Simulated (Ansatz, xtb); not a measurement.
## C4H3ClO2: which of two isomers lies lower

We compare X, `O=C1CC=C(Cl)O1`, a singlet, with Y, `O=C1CC(Cl)=CO1`, a singlet. Both are isolated molecules in the gas phase, relaxed with r2SCAN-D4/def2-SVP.

Quicker runs give these differences E(Y) − E(X): GFN2-xTB −0.023 eV; HF/STO-3G −0.011 eV (at GFN2-xTB geometries); r2SCAN-D4/def2-SVP//GFN2-xTB +0.032 eV.

Estimate E(Y) − E(X) at the level CCSD(T)/def2-SVP + ΔMP2/def2-TZVPP.

Too close to call at this level: CCSD(T)/def2-SVP + ΔMP2/def2-TZVPP gives E(Y) − E(X) = +0.032 eV.

The same difference at several levels:

```
                             level            geometry  E(Y) − E(X) (eV)  departure from the last row (eV)  job, with rough time for the two
                          GFN2-xTB            GFN2-xTB              −0.023                            −0.055              optimisation, 0.18 s
                         HF/STO-3G            GFN2-xTB              −0.011                            −0.043               single point, 0.8 s
      r2SCAN-D4/def2-SVP//GFN2-xTB            GFN2-xTB              +0.032                             0.000               single point, 4.1 s
                r2SCAN-D4/def2-SVP  r2SCAN-D4/def2-SVP              +0.041                            +0.009                optimisation, 34 s
                       HF/def2-SVP  r2SCAN-D4/def2-SVP              −0.002                            −0.034           part of the CCSD(T) run
                      MP2/def2-SVP  r2SCAN-D4/def2-SVP              +0.041                            +0.009           part of the CCSD(T) run
                  CCSD(T)/def2-SVP  r2SCAN-D4/def2-SVP              +0.019                            −0.013                      single point
CCSD(T)/def2-SVP + ΔMP2/def2-TZVPP  r2SCAN-D4/def2-SVP              +0.032                                                  single point, 66 s
```

As drawn, both hold the same kinds of bond in the same numbers.

The largest departure from CCSD(T)/def2-SVP + ΔMP2/def2-TZVPP is that of GFN2-xTB, 0.055 eV. The last row adds to CCSD(T) the change of the MP2 difference between the two basis sets, here +0.013 eV.

With thermal terms from frequencies at re-optimised GFN2-xTB minima (ideal gas, soft modes damped towards free rotors, one conformer each, 298.15 K, 1 atm): the zero-point term adds +0.002 eV; ΔH is +0.035 and ΔG +0.034 eV.

The correlated steps freeze 11 core orbitals. Programs: Ansatz 0.2.0, xtb 6.7.1; the last row on 2 threads of Intel(R) Xeon(R) Processor on a shared host.
